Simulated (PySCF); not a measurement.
Arsenic: a sound run and one with changed settings

Sound run: As⁺ [Ar] 3d10 4s2 4p2, As²⁺ [Ar] 3d10 4s2 4p1. Calculation: PySCF 2.14, in def2-SVP; the non-relativistic Hamiltonian (point nucleus). The sound run starts from symmetry-adapted Hartree-Fock orbitals and uses a fine grid where one is needed.

Changed run: initial guess 1e, at most 2 SCF cycles. This setting is unsound on purpose.

| species | method | sound run (hartree) | changed run (hartree) | converged |
| --- | --- | --- | --- | --- |
| As⁺ | UHF | -2233.56916 | -2232.18306 | no |
| As⁺ | M06-2X | -2235.19651 | -2230.70285 | no |
| As⁺ | PBE0 | -2234.89795 | -2229.57484 | no |
| As²⁺ | UHF | -2232.90741 | -2231.97529 | no |
| As²⁺ | M06-2X | -2234.52126 | -2231.32141 | no |
| As²⁺ | PBE0 | -2234.21396 | -2229.95279 | no |

The SCF was stopped early; the energies are upper bounds that still move, and correlated levels were skipped or rest on poor orbitals.
